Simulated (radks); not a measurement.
The numbers below are computed, except where a source is named.
Problem. The mean radii <r> (bohr) of the occupied orbitals of an atom or ion are listed with their occupations. Code: a radial shooting solver on a logarithmic mesh with Libxc functionals. Model: scalar-relativistic Kohn-Sham, SCAN, spin-polarised, spherical densities, finite nucleus; meta-GGA in the generalised Kohn-Sham scheme; Fermi nuclear charge, rms radius of each element as measured or else 0.836 A^(1/3) + 0.57 fm.

orbital  occ.      <r>
1s up       1  0.01715
1s down     1  0.01715
2s up       1  0.07232
2s down     1  0.07232
2p up       3  0.06522
2p down     3  0.06522
3s up       1   0.1869
3s down     1   0.1869
3p up       3   0.1881
3p down     3   0.1881
3d up       5   0.1705
3d down     5   0.1705
4s up       1   0.4149
4s down     1   0.4149
4p up       3   0.4415
4p down     3   0.4415
4d up       5   0.4681
4d down     5   0.4681
5s up       1   0.9564
5s down     1   0.9540
4f up       7   0.5165
4f down     7   0.5160
5p up       3    1.106
5p down     3    1.105
5d up       5    1.630
5d down     4    1.645

Name the element and its charge. Open shells, if any, are filled with parallel spins first.

Solution. Z = 78, platinum, charge +1: Pt+ in [Xe] 4f14 5d9. The 1s radius gives Z: for a bare nucleus <r> = (2 gamma + 1)/(2Z) with gamma = sqrt(1 - (Z/c)^2), 0.01695 bohr for Z = 78, and screening makes it slightly larger (0.01715 here). The occupations add up to 77, and the charge is Z minus that.
